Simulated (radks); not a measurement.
Values are calculated unless marked as measured or tabulated.
Ar2+, configuration [Ne] 3s2 3p4 (the NIST ground configuration). Level of theory: scalar-relativistic Kohn-Sham, exchange-only PBE, spin-polarised, spherical densities, finite nucleus; open shells are filled with parallel spins first; Fermi nuclear charge, rms radius 3.4274 fm (a radial shooting solver on a logarithmic mesh with Libxc functionals).

Normalised radial functions P(r) = r R(r), r in bohr:

```
   r/bohr * 2s down, o 2p down, + 3s down (the largest magnitude, 1.62, reaches the edge; | marks zero, & curves that meet)
  0.01041                             o +   *
  0.01355                             |o +    *
  0.01751                             |o +     *
   0.0228                             |o  +      *
  0.02969                             | o +       *
  0.03866                             |  o+        *
  0.05034                             |   +o       *
  0.06555                             |   +   o  *
  0.08535                             | +    *   o
   0.1111                             +*             o
   0.1447                      *   +  |                  o
   0.1884             *         +     |                      o
   0.2454      *              +       |                         o
   0.3195  *                  +       |                         o
   0.4127   *                    +    |                      o
   0.5374         *                   |+               o
   0.6998                 *           |       +  o
   0.9112                        *    |    o        +
    1.186                           * | o             +
    1.545                             &            +
    2.012                             &       +
     2.62                             &   +
    3.411                             &+
    4.441                             &
    5.783                             &
    7.531                             &
    9.806                             &
```

2s down: eigenvalue -325.26 eV, 1 radial node at r = 0.117 bohr, <r> = 0.414 bohr, 90 % of the charge inside 0.646 bohr. 2p down: eigenvalue -258.28 eV, 0 radial nodes, <r> = 0.376 bohr, 90 % of the charge inside 0.623 bohr. 3s down: eigenvalue -47.579 eV, 2 radial nodes at r = 0.113, 0.513 bohr, <r> = 1.34 bohr, 90 % of the charge inside 2.01 bohr.
